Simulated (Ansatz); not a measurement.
Coupled-cluster diagnostics for SnH3(NHEt) (C₂H₉NSn), Ansatz.

Geometry of the singlet (B3LYP-D4/def2-SVP):

| atom | x (Å) | y (Å) | z (Å) |
| --- | --- | --- | --- |
| C1 | 0.444 | 1.045 | 0.203 |
| C2 | 1.134 | 0.713 | -1.123 |
| N3 | -0.867 | 0.447 | 0.407 |
| Sn4 | -1.085 | -1.549 | 0.854 |
| H5 | -2.771 | -1.776 | 1.094 |
| H6 | -0.513 | -2.637 | -0.366 |
| H7 | -0.182 | -1.790 | 2.295 |
| H8 | -1.542 | 0.777 | -0.282 |
| H9 | 0.350 | 2.146 | 0.289 |
| H10 | 1.098 | 0.742 | 1.041 |
| H11 | 1.320 | -0.370 | -1.221 |
| H12 | 2.105 | 1.231 | -1.212 |
| H13 | 0.510 | 1.022 | -1.979 |

In the def2 sets Sn takes a core potential; there is no spin–orbit coupling. Correlated methods freeze 7 core orbitals; core or outer-core shells of Sn are correlated, in sets that lack core-valence functions. Another isomer (singlet) lies 0.17 eV lower at PBE0-D4/def2-TZVP; other spin states weren't run for this one.

(1) Estimate the CCSD(T) correlation energy, the shares of MP2 and (T), T1 and the reference's ⟨S²⟩ for: charge 0, singlet, own geometry in def2-SVP; and the rough time on 2 threads of Arm Neoverse N1 on a shared host.

## Answers

(1) 
```json
{"state": "charge 0, singlet, own geometry", "basis": "def2-SVP", "correlation (eV)": "-18.054", "MP2 share (%)": "88.3", "(T) share (%)": "2.8", "T1": "0.010", "⟨S²⟩ (pure)": "0.00 (0.00)", "wall time": "31 s"}
```
Customary marks for T1 are 0.02 (closed shells), 0.045 (open shells) and about 0.05 (3d metals). T1 stays under 0.02 throughout.
